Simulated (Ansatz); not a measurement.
Basis sets compared for Si₁₉PH₃₀, a doped nanocrystal cut from the lattice of silicon (P on a surface site). The state is a doublet with charge 0. Geometry PBE-D4/def2-SVP. Ansatz on 4 threads of AMD EPYC 7R13 on a shared host and a share (37 GiB) of an NVIDIA H100 80GB HBM3; times are rough, and most runs start from earlier orbitals.

```xyz
50

P     1.922    2.159    0.668
Si   -1.413    4.607    1.783
Si   -1.364    2.351   -1.127
Si   -3.196    1.196    2.164
Si    4.955   -0.084   -1.362
Si    1.480    0.260   -2.533
Si    2.562   -3.048   -0.692
Si   -0.266   -0.884    0.775
Si   -3.863   -1.177   -0.805
Si   -0.961   -3.310   -2.248
Si    0.668    3.574    2.198
Si    4.082    1.056    0.511
Si    0.414    0.926   -0.545
Si   -1.340   -0.139    2.731
Si   -2.710    2.975    0.701
Si   -4.771   -0.230    1.150
Si    1.555   -2.278    1.294
Si    3.165   -1.350   -2.205
Si    1.010   -4.488   -1.722
Si   -1.829   -2.261   -0.327
H     2.166    3.160   -0.330
H    -1.195    5.752    0.823
H    -2.109    5.138    3.017
H    -0.748    3.596   -1.721
H    -2.155    1.670   -2.217
H    -3.799    1.781    3.421
H     5.346    0.937   -2.403
H     6.156   -0.954   -1.066
H     2.105    1.501   -3.128
H     0.411   -0.213   -3.486
H     3.809   -3.833   -0.353
H    -3.635   -0.110   -1.844
H    -4.819   -2.192   -1.383
H    -0.684   -2.275   -3.307
H    -2.005   -4.258   -2.785
H     1.721    4.610    2.506
H     0.552    2.675    3.400
H     4.982    2.205    0.898
H     4.017    0.117    1.686
H    -0.372    0.577    3.635
H    -1.849   -1.360    3.460
H    -4.020    3.539    0.200
H    -6.033    0.532    0.828
H    -5.121   -1.351    2.098
H     2.532   -1.572    2.196
H     1.011   -3.475    2.036
H     3.511   -2.002   -3.525
H     1.608   -5.094   -2.968
H     0.651   -5.606   -0.774
H    -2.133   -3.352    0.676
```

Single mean-field runs in def2-SVP, def2-TZVP are fitted with def2-universal-jkfit. Another isomer (doublet) lies 0.07 eV lower at PBE0-D4/def2-TZVP; other spin states weren't run for this one.

Binding counts from free atoms (P quartet, Si triplet, H doublet) in the same basis, without a counterpoise term.

```
           level  functions  energy (Eh)  HOMO (eV)  LUMO (eV)  binding per atom (eV)  wall time
 PBE-D4/def2-SVP        510   -5855.1497      -3.78      -3.22                   3.18      6.5 s
PBE0-D4/def2-SVP        510   -5855.7468      -4.44      -2.50                   3.17      7.5 s
```

Task: Estimate the rows for PBE-D4/def2-TZVP (with forces), PBE0-D4/def2-TZVP.

Result: 
```json
{"level": "PBE-D4/def2-TZVP (with forces)", "functions": "920", "energy (Eh)": "-5857.1703", "HOMO (eV)": "-3.86", "LUMO (eV)": "-3.28", "binding per atom (eV)": "3.18", "wall time": "16 s"}
{"level": "PBE0-D4/def2-TZVP", "functions": "920", "energy (Eh)": "-5857.7461", "HOMO (eV)": "-4.49", "LUMO (eV)": "-2.51", "binding per atom (eV)": "3.18", "wall time": "23 s"}
```
